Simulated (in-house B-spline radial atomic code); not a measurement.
# RPA and G0W0 on r2SCAN: Cu⁶⁺

Configuration [Ar] 3d5, highest spin, mean-field start r2SCAN. Computed with an all-electron radial atomic-structure program (B-spline basis): all electrons, non-relativistic, point nucleus, each spin shell either full or empty, empty states to l = 9 with an (l + 1/2)⁻⁴ tail; G0W0 by contour deformation at full frequency.

Command:
```bash
python run_gw.py task.json out
```
Settings (radii: box in bohr, nucleus in fm):
```
Z                        29
electrons                23
configuration            [Ar] 3d5
hamiltonian              nr
method                   r2scan
lmax                     9
spin_polarised           True
box_radius               9.29
intervals                49
```

Run time, properties included: 1.2 s on 1 thread of AMD EPYC 7R13 Processor, on a shared host.

Energies (hartree):

```json
{"term": "mean-field total", "value": "-1629.15112"}
{"term": "Hartree-Fock functional on these orbitals", "value": "-1628.12182"}
{"term": "direct second order", "value": "-1.7434"}
{"term": "second-order exchange", "value": "0.56927"}
{"term": "SOSEX correction", "value": "0.53122"}
```

Task: What is the RPA correlation energy, and what remains with SOSEX?

Result: RPA gives -1.5637 hartree (-1.85 eV per electron); RPA + SOSEX gives -1.0324, and the second-order doubles -1.1742 hartree (no singles). RPA lacks exchange-type terms and so overcorrelates at short range.

Quasi-particle levels (eV):

```
  level  occupied  mean field  Σx - vxc     Σc  QP weight     G0W0
  3d up       yes     -126.60    -14.84      ?          ?        ?
3p down       yes     -188.17    -12.94   0.38      0.959  -200.74
3d down        no     -116.11     16.70  -5.54      0.966  -104.95
```

G0W0 = mean field + (Σx - vxc) + Σc, with Σc (partial-wave tail included) taken at the quasi-particle energy. Only the outer levels were computed. Levels of low weight are left out.

Task: Where does G0W0 put 3d up?

Result: At -139.82 eV, with Σc = 1.61 eV and a quasi-particle weight of 0.964. The tabulated removal energy is 139 ± 1.2 eV (NIST, semi-empirical); the calculation leaves out relativity, Breit and QED terms, and what these don't explain is the method's own error.
